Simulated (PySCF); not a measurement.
# One molecule, several mistakes: BGeH7NSi

All numbers below are calculated, not measured. They come from PySCF 2.14.0, an open-source quantum chemistry program, on an isolated molecule that a program drew, which may never have been made. The molecule is BGeH7NSi (charge 0, doublet), drawn as the SMILES string `B[Si](N)[GeH3]`.

Each row is a Hartree-Fock (HF) and frozen-core CCSD(T) single point in the cc-pV(D+d)Z basis, meant for a local HF minimum. Run 1 is clean. Each other run has one planted mistake out of seven kinds, and not every kind appears here: one electron removed, one electron added, multiplicity raised by two, geometry at a saddle point, minimal basis STO-3G, one bond length entered in bohr, all coordinates scaled. The reference is restricted for singlets and unrestricted otherwise, and also for a bond in bohr. Adding or removing an electron swaps singlet and doublet. Electrons count all cores. HOMO and LUMO are orbital energies over both spins, the gradient is its largest component, and the lowest frequency (negative if imaginary) is given only where the gradient is small. Bond lengths are over the 10 bonds as drawn. T1 is the CCSD diagnostic: over 0.02 (restricted) or 0.045 (unrestricted) a single reference is doubtful. Germanium has the cc-pVDZ-PP basis, with a core potential (ECP10MDF) in place of its 10 inner electrons, and its 3s, 3p and 3d shells are frozen in CCSD(T).

Geometry of the clean run:
```xyz
11
BGeH7NSi, angstrom
B    -0.8515    0.4979    0.9127
Si    0.0481    0.0777   -0.7291
N     0.6100   -1.4759   -1.1298
Ge    0.5432    1.6235   -2.4929
H    -1.2039    1.6322    1.0869
H    -1.0621   -0.3383    1.7493
H     1.0801   -1.7132   -1.9800
H     0.4981   -2.2633   -0.5205
H     2.0556    1.6961   -2.7410
H     0.0313    3.0135   -2.1139
H    -0.1230    1.1833   -3.8030
```

```
run  electrons  basis functions  <S^2>  HOMO (eV)  LUMO (eV)  gradient (hartree/bohr)  lowest frequency (cm^-1)  mean bond (Å)  longest bond (Å)      T1  HF (hartree)  CCSD(T) (hartree)                          mistake
  1         65              109  0.760      -7.24       1.17                  3.3e-05                        39         1.5017             2.397  0.0164    -665.49580         -666.01399                         no fault
  2         65              109  1.496      -7.49       1.09                  2.5e-02                         -         1.5907             2.397  0.0554    -665.34779         -665.86563  one bond length entered in bohr
  3         65              109  3.774      -4.66      -2.15                  8.2e-02                         -         1.5017             2.397  0.0233    -665.30242         -665.81651       multiplicity raised by two
  4         66              109  0.000      -0.46       7.85                  3.5e-02                         -         1.5017             2.397  0.0148    -665.48085         -666.03714               one electron added
  5         65              109  0.759      -7.35       1.36                  7.6e-02                         -         1.3936             2.224  0.0137    -665.43456         -665.94330                                ?
```

**Which mistake was planted in run 5, and what did it cost?**

The mean and the longest bond both change by the same factor, 0.928, and the gradient is no longer small. So the mistake is: all coordinates scaled. Subtracting run 1 and multiplying by 627.51 kcal/mol a hartree, the energy moved by 38.4 kcal/mol in HF and 44.4 kcal/mol in CCSD(T).

Cautions from the logs. Run 2: T1 is over the limit, so its CCSD(T) energy is less reliable.
